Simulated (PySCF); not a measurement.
Excitation energy of Li by level of theory

Li [He] 2s1 (2S) → Li [He] 2p1 (2P), as a difference of total energies. Computed with PySCF 2.14 in x2c-TZVPPall with one added diffuse shell each of s, p type (6s4p1d, 23 functions), with the spin-free X2C one-electron Hamiltonian (Gaussian nucleus). Correlated levels: valence and next inner shell: nothing frozen. The calculations carry no spin-orbit coupling.

```tsv
method	excitation energy (cm⁻¹)
UHF	15616
MP2 (valence and next inner shell)	15673
SCS-MP2 (valence and next inner shell)	15697
CCSD (valence and next inner shell)	15677
CCSD(T) (valence and next inner shell)	15677
CCSDT (valence and next inner shell)	15678
FCI (valence and next inner shell)	15678
```

Errors of the correlated levels include the incompleteness of this basis.

For comparison: 14904 cm⁻¹ (measured; NIST levels, between the centres of gravity of the two terms).
